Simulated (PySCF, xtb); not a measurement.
CClF, SMILES F[C]Cl (connectivity only; charge and spin as stated), neutral, multiplicity 1.

Harmonic wavenumbers (cm⁻¹) from GFN2-xTB in xtb at its own minimum, in rising order: 442, 824, 1127.

Q: What does ωB97X-D3(BJ)/def2-TZVP (PySCF) give at its own minimum? (The exact figures need the calculation; the answer reports its results.)

A: 464, 784, 1205. Paired by order, the mean absolute difference is 47 cm⁻¹ and the zero-point energies are 3.4 and 3.5 kcal/mol.
